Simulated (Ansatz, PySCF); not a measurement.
Si(OSiH3)2(F)2 (F2H6O2Si3), SMILES F[Si](F)(O[SiH3])O[SiH3].

The structure is a stationary point at r2SCAN-D4/def2-SVP. The values are those of a single conformer.

Vertical ionisation energy (IE) and electron affinity (EA) in eV. Rows of orbital energies are one-electron estimates. Where ΔSCF, EOM or ADC give a negative EA the extra electron is unbound and the value depends on the basis.

```json
[
 {"level": "−ε(HOMO), −ε(LUMO), r2SCAN/def2-TZVP (PySCF)", "IE": "___", "EA": "___"},
 {"level": "−ε(HOMO), −ε(LUMO), PBE/def2-TZVP (PySCF)", "IE": "7.88", "EA": "1.37"},
 {"level": "ΔSCF, CAM-B3LYP/def2-SVPD (Ansatz), final states of multiplicity 2 and 2", "IE": "11.62", "EA": "-0.89"},
 {"level": "ΔSCF, PBE/def2-SVPD (Ansatz), final states of multiplicity 2 and 2", "IE": "10.41", "EA": "-0.41"}
]
```

### Question
Some entries are withheld; supply them. (Estimate from the structure and the level; the computed values follow.)

### Answer

- −ε(HOMO), −ε(LUMO), r2SCAN/def2-TZVP (PySCF), IE: 8.27
- −ε(HOMO), −ε(LUMO), r2SCAN/def2-TZVP (PySCF), EA: 0.94

### Question
What vertical singlet–triplet gap does ΔSCF give with CAM-B3LYP/def2-SVPD (Ansatz, an electronic-structure program) and with PBE/def2-SVPD (Ansatz)? (Estimate from the structure and the level; the computed values follow.)

### Answer
7.59 and 6.43 eV (triplet above singlet where positive).
